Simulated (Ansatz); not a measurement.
Two structures, one formula

Two relaxed structures of GeNH4 (charge +1), singlet (PBE0-D4/def2-TZVP; forces vanish, vibrations not checked).

A:

```
6
angstrom
N 0.0450 -0.9012 0.0945
Ge -0.0410 0.8198 -0.0859
H 0.7804 -1.3660 0.6105
H -0.6354 -1.5329 -0.3068
H -1.2075 1.3565 -0.8902
H 1.0585 1.6237 0.5779
```

B:

```xyz
6
angstrom
N 0.1072 -1.0382 0.1745
Ge -0.0868 1.0626 0.2136
H 0.5673 -1.4090 1.0043
H -0.8040 -1.4929 0.0975
H -0.7860 0.9263 -1.2046
H 0.6420 -1.3463 -0.6392
```

Computed with Ansatz 0.2.0 (basis: def2-TZVPP); correlated methods freeze the cores. Filled d shells of the heavier atoms are correlated. The def2 sets are not built for correlating such inner shells, so the correlated values are less sure here. B3LYP uses VWN-RPA correlation.

**Question.** Which structure is lower at CCSD(T), and by how much? (An estimate is asked for; the value comes from the calculation.)

**Answer.** By the calculation: B, by 26.2 kJ/mol (electronic energy, against the other). By their contacts, A is GeNH₄ ([NH2][GeH2]), total charge +1 and B is GeNH₄ ([NH3][GeH]), total charge +1.

All methods give the same order:

```json
{"method": "PBE-D4", "E(B) − E(A) (kJ/mol)": "-36.4"}
{"method": "r2SCAN-D4", "E(B) − E(A) (kJ/mol)": "-22.7"}
{"method": "PBE0-D4", "E(B) − E(A) (kJ/mol)": "-33.7"}
{"method": "B3LYP-D4", "E(B) − E(A) (kJ/mol)": "-45.6"}
{"method": "wB97M-V", "E(B) − E(A) (kJ/mol)": "-42.0"}
{"method": "HF", "E(B) − E(A) (kJ/mol)": "-37.7"}
{"method": "MP2", "E(B) − E(A) (kJ/mol)": "-15.4"}
{"method": "CCSD", "E(B) − E(A) (kJ/mol)": "-30.0"}
{"method": "CCSD(T)", "E(B) − E(A) (kJ/mol)": "-26.2"}
```

No T1 diagnostic of these runs exceeds 0.016. The restricted Hartree–Fock reference is unstable towards an unrestricted one at one or more of these structures.

Labels in which every atom is bracketed show which atoms are joined, not bond orders.

For scale, one of the runs: CCSD(T)/def2-TZVPP, 135 basis functions, launched by `ansatz run in.yaml --threads 2 --pin off --events-out ev --progress --plain --max-ram 4352MiB`. Time: 15 s of wall clock on 2 CPU threads of an Arm Neoverse V1; the host was shared. Peak host memory: 0.7 GiB.
